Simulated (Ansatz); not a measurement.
Input file for Ansatz (an electronic-structure program): R-wB97X-V/def2-TZVPP on MgP-, 2S+1 = 1, a spin state set in the input, which need not be the lowest, a point of a bond scan (R = 2.265 Å). Charge -1.

Ansatz 0.2 input:
```yaml
crystal:
  periodic: [false, false, false]
  atoms:
    - {symbol: Mg, position_ang: [0.00000000, 0.00000000, 0.00000000]}
    - {symbol: P, position_ang: [0.00000000, 0.00000000, 2.26497000]}
basis:
  gaussian:
    orbitals: def2-TZVPP
    pivot_positions_ang: [[0.00000000, 0.00000000, 0.00000000], [0.00000000, 0.00000000, 2.26497000]]
hamiltonian:
  xc: {name: wB97X-V}
total_charge: -1
output: {forces: true, orbitals: {seedname: ./end}}
```

Program output:

```
WARN ansatz: RAYON_NUM_THREADS=2 ignored (pool sized by the plan → 2); use --threads N
Functional definition: wB97X-V
integrals: 0.03 GiB planned
580 factors; their error is unknown
integrals: 0.06 GiB planned
153 factors; integrals over basis functions are off by at most 1.3e-5 eV
mean field: 0.25 GiB planned
mean field evaluation 1: about -14728.4215 eV, gradient 1.0e1 eV
mean field evaluation 2: about -14728.6884 eV, gradient 8.4e0 eV
mean field evaluation 4: about -14728.9118 eV, gradient 7.7e-1 eV
mean field evaluation 8: about -14728.9183 eV, gradient 7.1e-2 eV
mean field evaluation 16: about -14728.9295 eV, gradient 4.8e-5 eV
mean field -14728.92953342 eV, -541.2781767263 hartree, gradient 2.1e-5 eV, S^2 0.000000; 1 other end points of the search recorded, 0 dependent functions left out
the calculation of the forces begins
reference -14728.92953216 eV, -541.2781766798 hartree; 14, 14 occupied and 60, 60 virtual orbitals, 580 factors
Total energy: -14728.92953216 eV, -541.2781766798 hartree
Atom 0 at     0.000000     0.000000     0.000000 Å, force     0.000000    -0.000000     0.091698 eV/Å
Atom 1 at     0.000000     0.000000     2.264970 Å, force    -0.000000    -0.000000    -0.091698 eV/Å
Dipole moment:     0.000000    -0.000000    -0.754596 e Å
```

The run converged.

Cost: about 8 core-seconds (a rough figure).
